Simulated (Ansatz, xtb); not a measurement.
# Relative energy of two isomers of C5H3F2N

Structure a is `Fc1ccncc1F`, a singlet and structure b is `Fc1cccc(F)n1`, a singlet. Both are isolated molecules in the gas phase, relaxed with r2SCAN-D4/def2-SVP.

Task: Estimate E(b) − E(a) at the level CCSD(T)/def2-SVP + ΔMP2/def2-TZVPP.

Result: Calculated at CCSD(T)/def2-SVP + ΔMP2/def2-TZVPP: E(b) − E(a) = −14.7 kcal/mol, so structure b lies lower.

The same difference at several levels:

```tsv
level	geometry	E(b) − E(a) (kcal/mol)	departure from the last row (kcal/mol)	job, with rough time for the two
GFN2-xTB	GFN2-xTB	−8.5	+6.2	optimisation, 0.12 s
HF/STO-3G	GFN2-xTB	−9.7	+5.0	single point, 0.52 s
r2SCAN-D4/def2-SVP//GFN2-xTB	GFN2-xTB	−17.3	−2.6	single point, 3.5 s
r2SCAN-D4/def2-SVP	r2SCAN-D4/def2-SVP	−16.8	−2.1	optimisation, 23 s
HF/def2-SVP	r2SCAN-D4/def2-SVP	−17.2	−2.5	part of the CCSD(T) run
MP2/def2-SVP	r2SCAN-D4/def2-SVP	−15.9	−1.2	part of the CCSD(T) run
CCSD(T)/def2-SVP	r2SCAN-D4/def2-SVP	−15.3	−0.6	single point
CCSD(T)/def2-SVP + ΔMP2/def2-TZVPP	r2SCAN-D4/def2-SVP	−14.7		single point, 55 s
```

As drawn, both hold the same kinds of bond in the same numbers.

None of the levels shown reverses the order. The largest departure from CCSD(T)/def2-SVP + ΔMP2/def2-TZVPP is that of GFN2-xTB, 6.2 kcal/mol. The last row adds to CCSD(T) the change of the MP2 difference between the two basis sets, here +0.6 kcal/mol.

With thermal terms from frequencies at re-optimised GFN2-xTB minima (ideal gas, soft modes damped towards free rotors, one conformer each, 298.15 K, 1 atm): on the last row, ΔE + ΔZPE = −14.5, ΔH = −14.6, ΔG = −14.0 kcal/mol.

The correlated steps freeze 8 core orbitals. Run with Ansatz 0.2.0, xtb 6.7.1; the last row on 2 threads of Intel(R) Xeon(R) 6975P-C (Granite Rapids) on a shared host.
